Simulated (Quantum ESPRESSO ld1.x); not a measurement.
Tl33+, configuration [Kr] 4d10 4f1 7d1 (not the ground configuration).

Method: Dirac Kohn-Sham, relativistic LDA (MacDonald-Vosko exchange, VWN5 correlation), spin-unpolarised, spherical densities, point nucleus; open shells are shared between the two j in proportion to 2j + 1; computed with ld1.x of Quantum ESPRESSO 7.5.

Energy parts (hartree):
total: -19629.67
kinetic: 22756.96
electron-nucleus: -47256.47
Hartree: 5144.01
exchange-correlation: -274.16

Orbitals (lengths in bohr, moments of r in powers of bohr; <r^-3> diverges for s and p1/2; r(90%) holds 90 % of the orbital's charge):
orbital      occ.  eigenvalue (hartree)  <r^-3>  r(90%)       <r^4>
1s1/2           2              -3166.38       -  0.0300   3.820e-07
2s1/2           2              -603.249       -   0.107  0.00005501
2p1/2           2              -581.210       -  0.0938  0.00003251
2p3/2           4              -506.385   22170   0.105  0.00005153
3s1/2           2              -180.352       -   0.260    0.001942
3p1/2           2              -170.457       -   0.252    0.001681
3p3/2           4              -153.636    5275   0.273    0.002336
3d3/2           4              -137.350   923.3   0.247    0.001525
3d5/2           6              -133.742   759.4   0.253    0.001681
4s1/2           2              -72.9246       -   0.527     0.03365
4p1/2           2              -68.6204       -   0.530     0.03392
4p3/2           4              -63.7513    1558   0.565     0.04414
4d3/2           4              -56.7754   262.6   0.566     0.04338
4d5/2           6              -55.7747   213.4   0.576     0.04657
4f5/2    0.428571              -47.2034   54.06   0.552     0.03810
4f7/2    0.571429              -46.9275   51.76   0.556     0.03922
7d3/2         0.4              -14.3561   29.95    2.29       12.93
7d5/2         0.6              -14.2418   24.55    2.31       13.34

The highest occupied level is 7d5/2 at -387.54 eV. Summed over all electrons, <r^2> = 7.036 bohr^2, which gives a Langevin (diamagnetic) susceptibility term of -5.57 x 10^-6 cm^3/mol. The density falls to 0.001 e/bohr^3 at r = 2.67 bohr.
